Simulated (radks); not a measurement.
The numbers below are computed, except where a source is named.
Removal energies from the rubidium ion Rb11+, [Ar] 3d(3/2: 4, 5/2: 4), by Delta-SCF beside the eigenvalue of the level emptied. Code: a radial shooting solver on a logarithmic mesh with Libxc functionals. Model: Dirac Kohn-Sham, PBE, spin-unpolarised, spherical densities, finite nucleus; Fermi nuclear charge, rms radius of each element as measured or else 0.836 A^(1/3) + 0.57 fm. Sub-shells are occupied by j as written (lower j first in brackets).

3d5/2: final configuration [Ar] 3d(3/2: 4, 5/2: 3); Delta-SCF (eV) 359.89; -eigenvalue (eV) 338.38
3d3/2: final configuration [Ar] 3d(3/2: 3, 5/2: 4); Delta-SCF (eV) 361.77; -eigenvalue (eV) 340.16
3p3/2: final configuration [Ne] 3s2 3p(1/2: 2, 3/2: 3) 3d(3/2: 4, 5/2: 4); Delta-SCF (eV) 477.23; -eigenvalue (eV) 456.39
3p1/2: final configuration [Ne] 3s2 3p(1/2: 1, 3/2: 4) 3d(3/2: 4, 5/2: 4); Delta-SCF (eV) 487.36; -eigenvalue (eV) 466.23
